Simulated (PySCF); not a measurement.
## Calculated properties of `CC#CB(N)CC`

C5H10BN.
SMILES with atom numbers: `[CH3:1][C:2]#[C:3][B:4]([NH2:5])[CH2:6][CH3:7]` (hydrogens: H8, H9, H10 on C1; H11, H12 on N5; H13, H14 on C6; H15, H16, H17 on C7)

Cartesian coordinates in Å at the PBE0-D3(BJ)/def2-SVP level; atoms count from 1:
```
atom  x, y, z in Å
C1     3.0948    0.8240    0.1228
C2     1.7994    0.1687    0.0882
C3     0.7112   -0.3819    0.0615
B4    -0.6885   -1.0246    0.0500
N5    -0.8475   -2.2891   -0.5273
C6    -1.9175   -0.2524    0.6875
C7    -2.1125    1.1566    0.1288
H8     2.9890    1.9204    0.1107
H9     3.7164    0.5337   -0.7390
H10    3.6459    0.5531    1.0377
H11   -1.7408   -2.7610   -0.5691
H12   -0.0810   -2.8112   -0.9302
H13   -2.8469   -0.8397    0.5820
H14   -1.7241   -0.1827    1.7746
H15   -2.3432    1.1357   -0.9486
H16   -1.1983    1.7585    0.2510
H17   -2.9351    1.6915    0.6300
```

Some functional groups and rings: alkyne and three-coordinate boron.

**PBE0-D3(BJ)/def2-SVP geometry optimisation, gas phase (PySCF)**

```yaml
Point_group: C1
Rotational_constants_A_B_C: 3.615, 1.396, 1.057 GHz
```

**PBE0/def2-SVPD ground state and vertical TDDFT (core frozen in the response) (PySCF)**

```yaml
Dipole_moment: 1.18 D
HOMO_energy: -7.21 eV
LUMO_energy: -0.20 eV
HOMO–LUMO_gap: 7.01 eV
Lowest_singlet_excitation: 5.20 eV (238 nm, f = 0.000)
Strongest_line_among_the_6_lowest_singlet_transitions: S2 at 5.90 eV (210 nm, f = 0.096)
Static_isotropic_polarisability: 85.9 au
Electronic_spatial_extent_⟨r²⟩_about_the_centre_of_nuclear_charge: 1144 bohr²
```

Monoisotopic mass from the formula: 95.0906 u.

No computed singlet falls in the visible range (750 to 380 nm, 1.65 to 3.26 eV); S1 lies 1.94 eV above its blue end. A dipole of 1.18 D is allowed in C1, and pure rotational transitions are dipole-allowed. The 6 singlets span 5.20 to 6.94 eV, and their oscillator strengths add up to 0.13. The rotational constants make it an asymmetric top with κ = (2B − A − C)/(A − C) = -0.73, nearer the prolate limit (−1). With B = h/(8π²I), that is 505.379 GHz u Å² over I, the principal moments of inertia are 139.8, 362.0 and 478.2 u Å² (most abundant isotopes). S1 lies 1.81 eV below the HOMO–LUMO gap; its leading configuration is HOMO→LUMO, weight 0.97. The principal polarisabilities are 63.8, 80.2 and 113.7 au; their mean is the isotropic value. The dipole equals about 4.0 × 10⁻³⁰ C·m (1 D = 3.33564 × 10⁻³⁰ C·m).

One conformer stands for the species.
